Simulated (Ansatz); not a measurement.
# One elementary step

Start structure (SiH2OF4, closed shell), relaxed at PBE0-D4/def2-TZVP:

| atom | x (Å) | y (Å) | z (Å) |
| --- | --- | --- | --- |
| Si1 | -1.0287 | 0.0244 | -0.3646 |
| O2 | 0.2737 | -0.0318 | 0.5952 |
| F3 | -0.5044 | 0.0853 | -1.8331 |
| F4 | -1.9088 | 1.2851 | -0.0622 |
| F5 | -1.9339 | -1.2404 | -0.1743 |
| H6 | 2.0050 | -0.0191 | 0.1894 |
| F7 | 2.9321 | -0.0197 | 0.1021 |
| H8 | 0.1650 | -0.0838 | 1.5475 |

The step: SiHOF₃ ([OH][Si]([F])([F])[F]) + HF → SiF₄ ([F][Si]([F])([F])[F]) + H₂O; bonds formed: Si1–F7, O2–H6; bonds broken: Si1–O2, H6–F7. Ansatz 0.2.0; basis: def2-TZVPP and def2-QZVPP; cores frozen in the correlated methods. Extrapolation: Hartree–Fock as exp(−7.88 √X), correlation as X^−2.97. Energies below are by CCSD(T) at an estimated basis limit (MP2 extrapolated from triple and quadruple zeta, plus CCSD(T) − MP2 in triple zeta).

What are the electronic barrier and the energy of the step, from the start structure to the end structure? (To be estimated.)

The calculation gives: Barrier 1.026 eV; step energy -0.285 eV (downhill); reverse barrier, their difference, 1.310 eV. Barrier and step energy count from the start structure, the reverse barrier from the end structure.

The saddle point: One imaginary mode of 827i cm⁻¹.
| pair | start (Å) | saddle (Å) | end (Å) |
| --- | --- | --- | --- |
| Si1–F7 | 3.99 | 1.88 | 1.56 |
| O2–H6 | 1.78 | 1.16 | 0.96 |
| Si1–O2 | 1.62 | 1.75 | 2.76 |
| H6–F7 | 0.93 | 1.20 | 3.42 |

Zero-point energy (harmonic, PBE0-D4): ZPE is 0.975 eV at the start and 0.939 eV at the saddle, so the barrier goes from 1.026 to 0.990 eV.

No T1 diagnostic of these runs exceeds 0.012.

Steps of this kind, hydrogen fluoride cutting a network bond, underlie vapour etching and the fluorination step of atomic layer etching.

Labels in which every atom is bracketed show which atoms are joined, not bond orders.

For scale, one of the runs: CCSD(T)/def2-TZVPP, 225 basis functions, launched by `ansatz run in.yaml --threads 8 --pin off --events-out ev --progress --plain --max-ram 19148MiB`. The run took 100 s on 8 CPU threads of an Arm Neoverse V1 (shared host), with 4.2 GiB of host memory at its peak.
